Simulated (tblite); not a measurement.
Q: Write Cartesian coordinates for `CC#CCSS/C=C\C=O` as optimised with GFN2-xTB.

A: 
```
atom  x, y, z in Å
C1     1.7591    1.4788   -1.0420
C2     1.6860    0.1405   -0.5062
C3     1.6786   -0.9817   -0.0789
C4     1.4798   -2.2980    0.4580
S5    -0.0391   -2.3494    1.5283
S6    -1.4417   -1.5963    0.2569
C7    -1.2689    0.1161    0.5449
C8    -1.8449    1.0752   -0.1914
C9    -2.6700    0.7950   -1.3493
O10   -3.1966    1.6225   -2.0519
H11    0.8349    1.7105   -1.5718
H12    1.8983    2.1982   -0.2356
H13    2.5950    1.5591   -1.7357
H14    1.3489   -3.0387   -0.3316
H15    2.2864   -2.5974    1.1269
H16   -0.6432    0.3490    1.3929
H17   -1.6919    2.1143    0.0644
H18   -2.7794   -0.2913   -1.5541
```

Orientation and origin are arbitrary. Atoms count from 1 in this order. The C–C distances run from 1.201 Å (C2≡C3, drawn triple) to 1.449 Å (C8–C9, drawn single), a spread of 0.248 Å. Of the pairs four or more bonds apart, S6···H18 is among the closest relative to their van der Waals radii: 2.60 Å, 87 % of the sum of Bondi's values. The C–S distances run from 1.745 Å (S6–C7, drawn single) to 1.859 Å (C4–S5, drawn single), a spread of 0.114 Å. S6 (disulfide sulfur) is bent (angle 101.0°).

Bonds between heavy atoms (Å): C1–C2 1.443, C2≡C3 1.201, C3–C4 1.435, C4–S5 1.859, S5–S6 2.037, S6–C7 1.745, C7=C8 1.339, C8–C9 1.449, C9=O10 1.207.

The geometry is computed with GFN2-xTB (gas phase).

Point group: C1 (no symmetry element, even within 0.4 Å). Its GFN2-xTB frequencies are all real (lowest 24 cm⁻¹). One conformer, not necessarily the lowest (C3–C4–S5–S6 54°, C4–S5–S6–C7 -87°, S5–S6–C7–C8 170°, C7–C8–C9–O10 -179°). 3 starts were optimised and ended at 0.00, 1.70 and 3.19 kcal/mol (GFN2-xTB); the lowest of these is shown.
